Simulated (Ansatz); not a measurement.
H2O4S, charge +1, doublet, geometry from GFN2-xTB (a state made from the parent by changing its charge; the spin is typed, not shown lowest); MP2/6-31G* in Ansatz (a program for electronic structure).

The Ansatz input:
Ansatz 0.2 input:
```yaml
crystal:
  periodic: [false, false, false]
  atoms:
    - {symbol: O, position_ang: [-0.46529138, 1.41220598, -0.07095844]}
    - {symbol: S, position_ang: [-0.01626657, -0.02567348, -0.00245745]}
    - {symbol: O, position_ang: [-0.36107300, -0.82927774, -1.16232897]}
    - {symbol: O, position_ang: [-0.68935298, -0.82860665, 1.00363709]}
    - {symbol: O, position_ang: [1.46298435, 0.16245005, 0.22168374]}
    - {symbol: H, position_ang: [-1.38901452, 1.65960187, -0.21103719]}
    - {symbol: H, position_ang: [2.07114373, -0.58299923, 0.31408907]}
basis:
  gaussian:
    orbitals: 6-31G*
total_charge: 1
magnetization: {spin_polarized: true, initial_magnetization: 1}
correlation: {method: mp2}
```

Problem. What does Ansatz print? Leave out banner, timings and long lists.

Solution. 
```
Functional definition: HF
734 factors; integrals over basis functions are off by at most 1.2e-3 eV
mean field evaluation 1: about -18977.7287 eV, gradient 4.0e1 eV
mean field evaluation 2: about -18977.7685 eV, gradient 4.0e1 eV
mean field evaluation 4: about -18983.6237 eV, gradient 3.2e0 eV
mean field evaluation 8: about -18983.7291 eV, gradient 2.5e-1 eV
mean field evaluation 16: about -18983.7112 eV, gradient 1.1e0 eV
mean field evaluation 32: about -18983.7307 eV, gradient 2.1e-4 eV
mean field evaluation 64: about -18982.6521 eV, gradient 1.4e-4 eV
mean field -18983.73247394 eV, -697.6393007814 hartree, gradient 2.1e-6 eV, S^2 0.796812; 10 other end points of the search recorded, 0 dependent functions left out
9 core orbitals not correlated
reference -18983.73247394 eV, -697.6393007814 hartree; 16, 15 occupied and 58, 59 virtual orbitals, 734 factors
second order -22.47546025 eV of doubles, -0.00000000 eV of singles
Total energy: -19006.20793419 eV, -698.4652587110 hartree
```
